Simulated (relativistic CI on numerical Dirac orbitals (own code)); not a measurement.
Zeeman pattern of Sc II 3642.78 Å at 0.3 T

Problem. The line 3d 4s 3D_1 – 3d 4p 3F°_2 of Sc II lies at 3642.78 Å (air; NIST Handbook). Calculate its Zeeman pattern at B = 0.3 T, seen across the field, in LS coupling, and compare it with the Doppler width at an assumed gas temperature of 400 K.

Working.
1. Landé factors g = 3/2 + [S(S + 1) − L(L + 1)]/[2J(J + 1)]: lower 0.5000, upper 0.6667.
2. The unit is μB B/hc = 0.46686 × 0.3 = 0.1401 cm⁻¹, or 18.6 mÅ at this wavelength. A component is shifted by g_u m_u − g_l m_l units. Seen across the field, the strengths for lower J and m are (J + 1)² − m² (π) and ¼(J + m + 1)(J + m + 2) (σ).
3. π components (Δm = 0), symmetric about zero, as shift (strength, strongest of all = 100): 0.000 (100), ±0.167 (75).
4. σ components with Δm = +1, mirrored for −1: 0.500 (12), 0.667 (38), 0.833 (75).
5. The centre of the σ group lies at ḡ = 0.750 units, 13.9 mÅ from the line centre.
6. The Doppler width is 7.16 × 10⁻⁷ λ √(T/M) = 7.8 mÅ (FWHM, M = 45), so the sum of Gaussians shows separate peaks away from the centre.

Check. A relativistic CI calculation gives g = 0.4986 and 0.6708 for the two levels. The nearest fine-structure partner lies 68 cm⁻¹ away, 484 Zeeman units, so the weak-field formulas hold; hyperfine structure, which matters at weak fields for isotopes with nuclear spin, is neglected.
